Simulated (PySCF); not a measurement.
# Correlation energy of Ni⁺ (nickel, charge +1)

Starting occupation: [Ar] 3d9, 3d3/2 with m_j = -3/2, -1/2, +1/2, +3/2, 3d5/2 with m_j = -3/2, -1/2, +1/2, +3/2, +5/2. Computed with PySCF 2.14 in x2c-SVPall-2c (5s5p3d1f, 42 functions), with X2C-1e with screened-nucleus spin-orbit coupling, Gaussian nucleus. Frozen: [Ne]; 17 electrons correlated; the 6 highest virtual spinors left out.

MP2 pair energies summed by pair of shells (mhartree):

```tsv
pair	energy	share (%)
3d-3d	-251.13	60.6
3d-3p	-102.64	24.8
3p-3p	-39.30	9.5
3d-3s	-12.37	3.0
3p-3s	-6.95	1.7
3s-3s	-1.80	0.4
```

Total MP2 correlation energy: -414.20 mhartree.

The GHF reference relaxed away from the jj start to a determinant that is no pure jj level (⟨S²⟩ = 0.75, ⟨J²⟩ = 8.76); the energies belong to that determinant.

This basis was not built for core-valence correlation, so the inner-shell part is incomplete.
